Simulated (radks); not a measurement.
The mean radii <r> (bohr) of the occupied orbitals of an atom or ion are listed with their occupations. Method: scalar-relativistic Kohn-Sham, r2SCAN, spin-unpolarised, spherical densities, finite nucleus; meta-GGA in the generalised Kohn-Sham scheme; Fermi nuclear charge, rms radius of each element as measured or else 0.836 A^(1/3) + 0.57 fm; computed with a radial shooting solver on a logarithmic mesh with Libxc functionals.

orbital  occ.      <r>
1s          2  0.03429
2s          2   0.1489
2p          6   0.1298
3s          2   0.3920
3p          6   0.3869
3d          5   0.3550

Name the element and its charge.

Answer. Z = 43, technetium, charge +20: Tc20+ in [Ar] 3d5. The 1s radius gives Z: for a bare nucleus <r> = (2 gamma + 1)/(2Z) with gamma = sqrt(1 - (Z/c)^2), 0.03371 bohr for Z = 43, and screening makes it slightly larger (0.03429 here). The occupations add up to 23, and the charge is Z minus that.
